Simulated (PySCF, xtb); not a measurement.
C3H9NSi2, SMILES N#C[C@@H]([SiH3])C[SiH3].

GFN2-xTB in xtb at its own geometry gives an orbital gap of 4.76 eV and a dipole moment of 3.82 D.

Geometry: PBE0-D3(BJ)/def2-SVP. The structure was generated by enumeration; whether it is a known compound was not checked. Other conformers were not sampled.

Question: What does PySCF with PBE/def2-TZVP give? (Estimate from the structure and the level; the computed values follow.)

Answer: gap 6.10 eV (levels -7.18 and -1.08 eV), dipole 3.91 D.
